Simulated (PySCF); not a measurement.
PySCF input for Ge(H)(NMe2) (C₂H₇GeN), SMILES C[N](C)[GeH] (connectivity only; charge and spin as stated), neutral, multiplicity 1, TDDFT-PBE/def2-SVPD. Geometry optimised at PBE0-D3(BJ)/def2-SVP. The structure was generated by enumeration; whether it is a known compound was not checked.

```python
import numpy as np
from pyscf import gto, scf, dft, tdscf

mol = gto.M(
    atom='''
    Ge    0.03859512    1.05661329   -0.00000000
    H    -1.55805259    1.19152385   -0.00000000
    N    -0.01281009   -0.77197187    0.00000000
    C     1.22130778   -1.52356611    0.00000000
    C    -1.18295328   -1.61683179    0.00000000
    H     1.29657315   -2.17643287   -0.89001103
    H     1.29657315   -2.17643287    0.89001103
    H     2.08694708   -0.84494551    0.00000000
    H    -1.20085655   -2.27545893    0.88927931
    H    -1.20085655   -2.27545893   -0.88927931
    H    -2.09582797   -1.00822950    0.00000000
    ''',
    basis='def2-SVPD',
    charge=0,
    spin=0,
    symmetry=True,
    max_memory=1600,
    verbose=4,
)
mf = dft.RKS(mol, xc='pbe').density_fit(auxbasis='def2-universal-jkfit')
mf.grids.level = 3
mf.conv_tol = 1e-9
mf.max_cycle = 100
mf.kernel()
mf.grids = dft.Grids(mol).set(level=1).build(with_non0tab=True)  # coarser grid for the response kernel
td = tdscf.TDDFT(mf)
td.singlet = True
td.nstates = 10
td.conv_tol = 1e-4
td.positive_eig_threshold = 1e-6
td.kernel(x0=td.get_init_guess(mf, 15))
td.analyze()
tt = tdscf.TDA(mf)
tt.singlet = False
tt.nstates = 4
tt.conv_tol = 1e-4
tt.positive_eig_threshold = 1e-6
tt.kernel(x0=tt.get_init_guess(mf, 9))
tt.analyze(verbose=3)
```

Program output:

```
PySCF version 2.14.0

[INPUT] verbose = 4
[INPUT] num. atoms = 11
[INPUT] num. electrons = 58
[INPUT] charge = 0
[INPUT] spin (= nelec alpha-beta = 2S) = 0
[INPUT] symmetry True subgroup None
[INPUT] Mole.unit = angstrom
[INPUT] Symbol           X                Y                Z      unit          X                Y                Z       unit  Magmom
[INPUT]  1 Ge     0.038595120000   1.056613290000   0.000000000000 AA    0.072934206545   1.996709737676   0.000000000000 Bohr   0.0
[INPUT]  2 H     -1.558052590000   1.191523850000   0.000000000000 AA   -2.944292682769   2.251653747387   0.000000000000 Bohr   0.0
[INPUT]  3 N     -0.012810090000  -0.771971870000   0.000000000000 AA   -0.024207561731  -1.458815410168   0.000000000000 Bohr   0.0
[INPUT]  4 C      1.221307780000  -1.523566110000   0.000000000000 AA    2.307937218001  -2.879122680569   0.000000000000 Bohr   0.0
[INPUT]  5 C     -1.182953280000  -1.616831790000   0.000000000000 AA   -2.235457717356  -3.055369272590   0.000000000000 Bohr   0.0
[INPUT]  6 H      1.296573150000  -2.176432870000  -0.890011030000 AA    2.450168153965  -4.112862052801  -1.681877094542 Bohr   0.0
[INPUT]  7 H      1.296573150000  -2.176432870000   0.890011030000 AA    2.450168153965  -4.112862052801   1.681877094542 Bohr   0.0
[INPUT]  8 H      2.086947080000  -0.844945510000   0.000000000000 AA    3.943758417661  -1.596715604081   0.000000000000 Bohr   0.0
[INPUT]  9 H     -1.200856550000  -2.275458930000   0.889279310000 AA   -2.269289994390  -4.299994185396   1.680494344142 Bohr   0.0
[INPUT] 10 H     -1.200856550000  -2.275458930000  -0.889279310000 AA   -2.269289994390  -4.299994185396  -1.680494344142 Bohr   0.0
[INPUT] 11 H     -2.095827970000  -1.008229500000   0.000000000000 AA   -3.960540867503  -1.905277625707   0.000000000000 Bohr   0.0

nuclear repulsion = 256.849684134652
point group symmetry = Cs
symmetry origin: [-2.28070393e-09  9.77444884e-10  0.00000000e+00]
symmetry axis x: [ 1.00000000e+00  3.97499800e-09 -2.21684806e-18]
symmetry axis y: [ 3.97499800e-09 -1.00000000e+00  3.44053988e-19]
symmetry axis z: [-4.03949395e-18  3.44054092e-19  1.00000000e+00]
num. orbitals of irrep A' = 102
num. orbitals of irrep A" = 52
number of shells = 66
number of NR pGTOs = 240
number of NR cGTOs = 154
basis = def2-SVPD
ecp = {}


[settings echo left out]
init E= -2210.7170092891
HOMO (A') = -0.236611887073247  LUMO (A") = -0.112562753103572  gap/eV = 3.37555
cycle= 1 E= -2211.24511896841  delta_E= -0.528  |g|= 0.607  |ddm|=  4.3
HOMO (A") = -0.160025986235631  LUMO (A") = -0.0551036092575465  gap/eV = 2.85508
cycle= 2 E= -2210.71071863329  delta_E= 0.534  |g|= 1.51  |ddm|= 2.01
HOMO (A') = -0.175651368305298  LUMO (A") = -0.0769594891303362  gap/eV = 2.68554
cycle= 3 E= -2211.26245222123  delta_E= -0.552  |g|= 0.455  |ddm|= 1.73
HOMO (A') = -0.186980270057982  LUMO (A") = -0.0793573326118588  gap/eV = 2.92857
cycle= 4 E= -2211.31323055516  delta_E= -0.0508  |g|= 0.0507  |ddm|= 0.425
HOMO (A') = -0.201396859510071  LUMO (A") = -0.0911526001558198  gap/eV = 2.99990
cycle= 5 E= -2211.31383117127  delta_E= -0.000601  |g|= 0.037  |ddm|= 0.187
HOMO (A') = -0.197362776227654  LUMO (A") = -0.0878716372139388  gap/eV = 2.97941
cycle= 6 E= -2211.314323715  delta_E= -0.000493  |g|= 0.00644  |ddm|= 0.0615
HOMO (A') = -0.196867527998  LUMO (A") = -0.0876311870301252  gap/eV = 2.97247
cycle= 7 E= -2211.31433645339  delta_E= -1.27e-05  |g|= 0.00134  |ddm|= 0.0109
HOMO (A') = -0.196954536430627  LUMO (A") = -0.0877290716700823  gap/eV = 2.97218
cycle= 8 E= -2211.31433685865  delta_E= -4.05e-07  |g|= 0.000485  |ddm|= 0.00197
HOMO (A') = -0.196931471524611  LUMO (A") = -0.0877095148045481  gap/eV = 2.97208
cycle= 9 E= -2211.3143369187  delta_E= -6.01e-08  |g|= 0.000103  |ddm|= 0.000674
HOMO (A') = -0.196926073927568  LUMO (A") = -0.0877025716188524  gap/eV = 2.97212
cycle= 10 E= -2211.31433692202  delta_E= -3.32e-09  |g|= 3.27e-05  |ddm|= 0.000185
HOMO (A') = -0.196927870661894  LUMO (A") = -0.0877042257420673  gap/eV = 2.97213
cycle= 11 E= -2211.31433692225  delta_E= -2.31e-10  |g|= 1.07e-05  |ddm|= 4.48e-05
HOMO (A') = -0.196927348823392  LUMO (A") = -0.0877037363087561  gap/eV = 2.97213
Extra cycle  E= -2211.31433692211  delta_E= 1.37e-10  |g|= 2.46e-05  |ddm|= 3.89e-05
converged SCF energy = -2211.31433692211
tot grids = 40200
Overwritten attributes  positive_eig_threshold  of <class 'pyscf.tdscf.rks.CasidaTDDFT'>


******** <class 'pyscf.tdscf.rks.CasidaTDDFT'> for <class 'pyscf.df.df_jk.DFSymAdaptedRKS'> ********
nstates = 10 singlet
deg_eia_thresh = 1.000e-03
wfnsym = None
conv_tol = 0.0001
eigh lindep = 1e-12
eigh level_shift = 0
eigh max_cycle = 100


Excitation energies (eV)
[3.44756281 4.46314896 5.26686177 5.59449176 5.74037503 6.01389905
 6.22476203 6.40983856 6.46522415 6.75944684]

** Singlet excitation energies and oscillator strengths **
Excited State   1:   A"      3.44756 eV    359.63 nm  f=0.0153
      29 -> 30       -0.70425
Excited State   2:   A'      4.46315 eV    277.80 nm  f=0.1513
      28 -> 30        0.69475
Excited State   3:   A'      5.26686 eV    235.40 nm  f=0.0591
      29 -> 31        0.64960
      29 -> 32       -0.26146
Excited State   4:   A"      5.59449 eV    221.62 nm  f=0.0001
      28 -> 31       -0.70424
Excited State   5:   A"      5.74038 eV    215.99 nm  f=0.0075
      27 -> 30       -0.69695
Excited State   6:   A'      6.01390 eV    206.16 nm  f=0.1421
      29 -> 31        0.21767
      29 -> 32        0.62675
      29 -> 33        0.19071
Excited State   7:   A"      6.22476 eV    199.18 nm  f=0.0046
      28 -> 32       -0.70172
Excited State   8:   A'      6.40984 eV    193.43 nm  f=0.0154
      29 -> 33        0.35914
      29 -> 34       -0.60473
Excited State   9:   A'      6.46522 eV    191.77 nm  f=0.1209
      29 -> 31        0.10778
      29 -> 32        0.14336
      29 -> 33       -0.55720
      29 -> 34       -0.34217
      29 -> 35       -0.16850
Excited State  10:   A"      6.75945 eV    183.42 nm  f=0.0001
      26 -> 30        0.70103

** Transition electric dipole moments (AU) **
state          X           Y           Z        Dip. S.      Osc.
  1         0.0000      0.0000     -0.4253      0.1809      0.0153
  2        -0.0229     -1.1761     -0.0000      1.3837      0.1513
  3         0.6763     -0.0213     -0.0000      0.4578      0.0591
  4        -0.0000      0.0000     -0.0288      0.0008      0.0001
  5        -0.0000      0.0000     -0.2309      0.0533      0.0075
  6         0.0198     -0.9819     -0.0000      0.9645      0.1421
  7         0.0000     -0.0000      0.1743      0.0304      0.0046
  8        -0.0584      0.3073      0.0000      0.0978      0.0154
  9         0.8727     -0.0395     -0.0000      0.7631      0.1209
 10        -0.0000      0.0000      0.0206      0.0004      0.0001

** Transition velocity dipole moments (imaginary part, AU) **
state          X           Y           Z        Dip. S.      Osc.
  1         0.0000      0.0000     -0.0567      0.0032      0.0169
  2        -0.0044     -0.1919     -0.0000      0.0369      0.1498
  3         0.1352     -0.0046     -0.0000      0.0183      0.0630
  4        -0.0000      0.0000     -0.0012      0.0000      0.0000
  5        -0.0000      0.0000     -0.0503      0.0025      0.0080
  6         0.0011     -0.2170     -0.0000      0.0471      0.1421
  7         0.0000     -0.0000      0.0373      0.0014      0.0040
  8        -0.0134      0.0701      0.0000      0.0051      0.0144
  9         0.2218     -0.0108     -0.0000      0.0493      0.1383
 10        -0.0000      0.0000      0.0050      0.0000      0.0001

** Transition magnetic dipole moments (imaginary part, AU) **
state          X           Y           Z
  1         0.6226     -1.1515     -0.0000
  2        -0.0000     -0.0000     -0.1357
  3         0.0000     -0.0000      1.1017
  4        -0.7861     -0.1377      0.0000
  5         1.1362      0.3446      0.0000
  6         0.0000     -0.0000      1.3211
  7         0.4389     -0.0985     -0.0000
  8         0.0000     -0.0000      0.1170
  9         0.0000     -0.0000      0.9540
 10        -0.0174      0.5217      0.0000
Overwritten attributes  positive_eig_threshold  of <class 'pyscf.tdscf.rks.TDA'>


******** <class 'pyscf.tdscf.rks.TDA'> for <class 'pyscf.df.df_jk.DFSymAdaptedRKS'> ********
nstates = 4 triplet
deg_eia_thresh = 1.000e-03
wfnsym = None
conv_tol = 0.0001
eigh lindep = 1e-12
eigh level_shift = 0
eigh max_cycle = 100


Excitation energies (eV)
[2.4871255  2.91778631 4.69787221 5.2570163 ]

** Triplet excitation energies and oscillator strengths **
Excited State   1:   A"      2.48713 eV    498.50 nm  f=0.0000
Excited State   2:   A'      2.91779 eV    424.93 nm  f=0.0000
Excited State   3:   A'      4.69787 eV    263.92 nm  f=0.0000
Excited State   4:   A"      5.25702 eV    235.85 nm  f=0.0000
```

The calculation finished and met its thresholds.

Cost: about 50 core-seconds (a rough figure).
